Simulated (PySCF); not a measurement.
C5H3F, SMILES C#CC(F)=C=C. Geometry optimised at B3LYP-D3(BJ)/def2-SVP. This is a generated structure with no PubChem entry under its InChIKey; it may be hypothetical.

All values below come from B3LYP-D3(BJ)/def2-SVP (PySCF).

Harmonic wavenumbers (cm⁻¹): 130, 210, 245, 324, 529, 597, 607, 625, 660, 734, 745, 918, 993, 1223, 1285, 1462, 2069, 2217, 3101, 3184, 3469. Rotational constants (GHz): 6.023, 2.614, 1.847; symmetry number 1.

Question: Work out the zero-point energy and the ideal-gas rigid-rotor harmonic-oscillator thermochemistry at 298.15 K and 1 atm.

Answer: ZPE = ½ Σ hcν = ½ × 25326 cm⁻¹ = 151.49 kJ/mol. H − E(el) = 169.87 kJ/mol. Entropy in J/(mol K): translation 163.72, rotation 112.15, vibration 46.60, total 322.47. G − E(el) = 73.73 kJ/mol. Cp = 96.42 J/(mol K). Modes under 150 cm⁻¹ make the vibrational entropy uncertain.
